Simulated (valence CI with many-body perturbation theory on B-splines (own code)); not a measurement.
## Questions on Cs⁶⁺

Calculated by valence CI with perturbative core correlation (CI+MBPT): three valence electrons over a frozen Dirac-Fock core [Kr] 4d10, a basis of 8 s, 8 p, 9 d, 9 f, 6 g, 3 h, 2 i functions for each j, with the one-electron correlation potential Σ1, the two-electron term Σ2, the three-electron term Σ3, Breit, model QED; selected CI, second order for the rest, scaled by the run's own slope (own B-spline code, finite nucleus).

Against 48 measured levels this calculation errs by 286 cm⁻¹ on average and by 971 at most. These come from a selection out of Sansonetti, J. Phys. Chem. Ref. Data 38, 761 (2009). Levels without a partner in it may be off by more, other configurations by several thousand cm⁻¹. 2 measured levels below the end of the list, from 297071 cm⁻¹ on, found no clear computed partner, and computed levels of the same name lie up to 1606 cm⁻¹ from them.

Names give the largest LS component (configuration and term), which can be under half, so a name can repeat, a term be missing and a line seem to break the LS rules; names also repeat where a configuration has a term twice.

Rates and lifetimes use the calculated energies. Strong lines usually hold to 10 to 20 %, long lifetimes can be off by a factor of two.

**Question.** What is the ground level?

**Answer.** 5s²5p ²P°_1/2, composition 98 % 5s²5p ²P°, g = 0.665.

**Question.** How well does LS coupling describe the low levels?

**Answer.** Among the lowest 20 levels the leading LS term, summed over configurations, holds 81 % on average. For single configurations the figures are 78 % in LS and 79 % in jj coupling. Terms mix most in the J = 3/2 level at 32.329 eV, where the leading one holds 38 %.

**Question.** What is the ionisation energy?

**Answer.** 83.331 eV; NIST lists 82.9 ± 2 eV (theoretical).

**Question.** Among levels below 44.194 eV, which E1 lines absorb most strongly from the ground level?

**Answer.** to 5s²5d ²D_3/2 at 48.42 nm, f = 1.19; to 5s5p² ²P_1/2 at 63.12 nm, f = 0.599; to 5s5p² ²P_3/2 at 55.61 nm, f = 0.288.

**Question.** How is the term ²P° of the ground level split?

**Answer.** J = 1/2 at 0.000, J = 3/2 at 2.404 eV.

**Question.** What are the static dipole polarisabilities of the lowest levels?

**Answer.** 5s²5p ²P°_1/2 4.52; 5s²5p ²P°_3/2 4.73 (tensor 0.21) bohr³, of which the core gives 0.689.

**Question.** Where does the other parity begin?

**Answer.** At 5s5p² ⁴P_1/2, 12.892 eV.
